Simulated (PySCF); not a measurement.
C5H9N, SMILES C(=CCNC)=C. Heavy atoms are numbered as in [CH2:1]=[C:2]=[CH:3][CH2:4][NH:5][CH3:6]. Hydrogens are named by the atom that carries them.

Geometry optimised at PBE0-D3(BJ)/def2-SVP. The values are those of a single conformer.

Calculation: PBE/pcSseg-1 (PySCF).

GIAO shieldings, no solvent; atoms alike by connectivity are averaged. δ = σ(ref) − σ: ¹³C against TMS (σ = 182.0 ppm); ¹⁵N against NH3 (σ = 267.0 ppm); ¹H against TMS (σ = 31.49 ppm), references at their B3LYP-D3(BJ)/def2-TZVP geometries, non-relativistic.

| atoms | nucleus | count | δ (ppm) |
|---|---|---|---|
| C2 | ¹³C | 1 | ___ |
| C3 (CH) | ¹³C | 1 | 97.6 |
| C1 (CH2) | ¹³C | 1 | ___ |
| C4 (CH2) | ¹³C | 1 | 59.9 |
| C6 (CH3) | ¹³C | 1 | ___ |
| N5 (NH) | ¹⁵N | 1 | ___ |
| H on C3 | ¹H | 1 | 5.81 |
| H on C1 | ¹H | 2 | ___ |
| H on C4 | ¹H | 2 | 3.45 |
| H on C6 | ¹H | 3 | 2.85 |
| H on N5 | ¹H | 1 | -0.18 |

Task: Some entries are withheld; supply them. (An estimate is asked for; the answer gives what the named calculation found.)

Result: 
- C6 (CH3), δ (ppm): 41.6
- C2, δ (ppm): 221.0
- N5 (NH), δ (ppm): 58.1
- C1 (CH2), δ (ppm): 78.8
- H on C1, δ (ppm): 5.13
